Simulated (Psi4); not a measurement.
C$_{3}$H$_{7}$O (SMILES [CH2]COC), doublet, at a GFN2-xTB geometry. Base run: Psi4 with BLYP/6-31G*.

Psi4 was given this input:
```
memory 2 GB

molecule mol {
0 2
  O    -0.048885   -0.672232    0.068074
  C    -0.055710    0.727547   -0.056593
  C     1.225528   -1.236196   -0.081697
  C    -1.414542    1.255894    0.109654
  H     0.633942    1.176472    0.692191
  H     0.360581    1.020338   -1.045939
  H     1.106293   -2.311427    0.033642
  H     1.645512   -1.020470   -1.073121
  H     1.921438   -0.862872    0.681314
  H    -2.222885    0.581822    0.297336
  H    -1.585465    2.310522    0.041800
}

set basis 6-31g*
set reference uks

energy('blyp')
print_variables()
```

Variants of this job, named by their change:

```tsv
change	E (Eh)	SCF-reference dipole (D)	SCF-reference <S^2>	core-seconds (rough)
base	-193.57374	1.15	0.753	8
functional = bp86	-193.65749	1.17	0.753	7
functional = wb97x	-193.61231	1.29	0.754	8
functional = b3lyp	-193.66868	1.23	0.754	8
functional = m11	-193.54937	1.35	0.753	10
functional = pbe0	-193.43674	1.27	0.755	9
functional = dsd-pbep86	-193.23485	-	0.759	8
functional = revpbe	-193.60062	1.16	0.754	8
functional = pbe	-193.41105	1.17	0.753	9
functional = b97m-v	-193.63601	1.14	0.755	200
functional = x3lyp	-193.57559	1.24	0.754	8
functional = r2scan	-193.54708	1.21	0.756	20
functional = cam-b3lyp	-193.56674	1.28	0.754	9
```

Total energies compare only within one method and basis.

Open shells are given as the SCF converged; they aren't shown to be the lowest states, and a large step between rows can be another state.
